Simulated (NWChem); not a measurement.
# Basis-set dependence for CH₄N

```xyz
6

C      0.5953    -0.1823     0.0000
N     -0.7292     0.3692     0.0000
H      0.7756    -0.8336     0.8827
H      1.3596     0.6118     0.0000
H      0.7756    -0.8336    -0.8827
H     -1.3778    -0.4354     0.0000
```
Charge 0, spin multiplicity 2.

Program: NWChem. The geometry was optimised at UB3LYP/def2-SVP, a minimum by its harmonic frequencies.

Hartree-Fock energies in Ha, correlation energies in mHa.

The correlated methods keep 2 core orbitals frozen. The Pople sets run with spherical d functions. The structure started from a generated list of species. The unpaired electrons of the parent sit in orbitals of symmetry a" (Cs labels of the run); other states weren't searched. No SCF solution was tested for a lower state. Open-shell Hartree-Fock references start from PBE0 orbitals. Coupled-cluster values serve here as a point of comparison, not as the truth.

```tsv
basis	functions	UHF	UMP2	SCS-UMP2	CCSD on ROHF	CCSD[T] on ROHF	CCSD(T) on ROHF	CCSD on UHF	CCSD[T] on UHF	CCSD(T) on UHF
def2-SVP	48	-94.52168	-283.4	-285.8	-321.8	-329.8	-329.5	-317.1	-324.9	-324.6
6-311G**	60	-94.61892	-302.1	-303.8	-339.3	-349.1	-348.8	-334.4	-344.1	-343.7
def2-TZVP	86	-94.63133	-343.5	-346.2	-380.5	-393.8	-393.3	not run	not run	not run
```

From 6-311G** to def2-TZVP the Hartree-Fock energy moves by -12.4 mHa and the UMP2 correlation energy by -41.4 mHa, which is 12 % of its value in the larger set.
